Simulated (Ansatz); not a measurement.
Q: Name a neutral molecule of B, Cl and H with size of the dipole moment (B3LYP/def2-TZVPP) between 0.00 and 0.30 D and HOMO energy (ωB97M-V/def2-TZVPP) between -11.05 and -10.75 eV (Ansatz, PBE0-D4/def2-TZVP geometry).

A: `[BH2-]1[Cl+][BH2-][Cl+]1` (0.23 D, -10.77 eV); `Cl[B@H-]1[Cl+][B@H-](Cl)[Cl+]1` (0.01 D, -11.04 eV). Other molecules can fit too; these were computed, each in one conformer that needn't be the lowest.

B3LYP here is the variant with VWN-RPA as its local correlation; programs differ in this.
